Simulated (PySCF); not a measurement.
Potential energy surface of O3S, singlet: umbrella (inversion) coordinate, bond length relaxed. Scanned: angle between the S-O bonds and the threefold axis (90 = planar). Other coordinates (S-O bond length) were minimised at B3LYP/def2-TZVP.

The free coordinates were minimised at B3LYP/def2-TZVP in PySCF; the energy column is CCSD(T) on RHF/cc-pVDZ, 8 core orbitals frozen (PySCF), in mEh.

| a / ° | S-O bond length / Å | E |
|---|---|---|
| 90 | 1.427 | 0.0 |
| 93 | 1.427 | 1.6 |
| 96 | 1.430 | 6.6 |
| 99 | 1.434 | 14.8 |
| 102 | 1.439 | 26.4 |
| 105 | 1.446 | 41.2 |
| 108 | 1.456 | 59.3 |
| 111 | 1.467 | 80.9 |
| 114 | 1.481 | 105.9 |
| 117 | 1.499 | 134.6 |
| 120 | 1.528 | — |
| 123 | 1.534 | — |
| 126 | 1.545 | — |
| 129 | 1.561 | — |
| 132 | 1.584 | — |

A dash means that the run gave no value there, or that the column was ended at a point which the program doubted or which failed a test of continuity chosen for this set; such a test can also cut sound points.
